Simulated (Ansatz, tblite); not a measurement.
Isomers of Co$_{2}$Si$_{5}$ (singlet), found by a short tight-binding search and relaxed with PBE-D4/def2-SVP in Ansatz.

The xTB rows come from tblite.

A: The restricted singlet is unstable towards broken spin symmetry in Hartree–Fock (as tested in another run); at LDA (SPW92)/def2-TZVP, PBE-D4/def2-TZVP, r2SCAN-D4/def2-TZVP, r2SCANh-D4/def2-TZVP and others this wasn't settled. B: This restricted singlet of an open-shell metal (gap down to 0.37 eV) wasn't tested against broken symmetry. C: This restricted singlet of an open-shell metal (gap down to 0.22 eV) wasn't tested against broken symmetry.

Other spin states were run for one of them alone.

For A, a quintet lies 1.19 eV below this singlet at PBE0-D4/def2-TZVP. The order below holds within this spin alone and isn't that of the ground states.

A:

```xyz
7

Co    1.108    0.534   -0.721
Co   -0.455   -1.223   -0.576
Si   -1.003   -0.726    1.517
Si    0.722    1.214    1.356
Si   -0.504    0.268   -2.189
Si   -1.215    1.071   -0.116
Si    1.348   -1.139    0.729
```

B:

```xyz
7

Co   -0.346   -2.537    0.584
Co    0.276    0.886   -0.207
Si    0.914    1.405    1.810
Si    0.862    0.474   -2.264
Si   -1.603    1.712   -0.368
Si   -0.067   -1.249   -1.001
Si   -0.036   -0.690    1.445
```

C:

```xyz
7

Co   -1.321   -0.573   -1.087
Co    1.772    0.332   -0.065
Si   -0.292    1.442   -0.403
Si    0.693   -0.378   -1.761
Si    0.510    0.625    1.795
Si    0.279   -1.437    0.435
Si   -1.641   -0.012    1.086
```

Question: Estimate which lies lowest at each level, and how far above it the others are (kcal/mol).

Answer: 
| level | A | B | C |
| --- | --- | --- | --- |
| GFN1-xTB | 0.0 | 65.6 | 7.0 |
| GFN2-xTB | 14.4 | 0.0 | 7.5 |
| LDA (SPW92)/def2-TZVP | 0.0 | 50.2 | 3.6 |
| PBE-D4/def2-TZVP | 0.0 | 46.8 | 2.5 |
| r2SCAN-D4/def2-TZVP | 0.0 | 51.3 | 3.2 |
| r2SCANh-D4/def2-TZVP | 0.0 | 53.6 | 2.9 |
| PBE0-D4/def2-TZVP | 0.0 | 54.5 | 1.9 |
Point groups (tolerance 0.1 Å): A Cs, B Cs, C C2v. Lower isomers may exist.
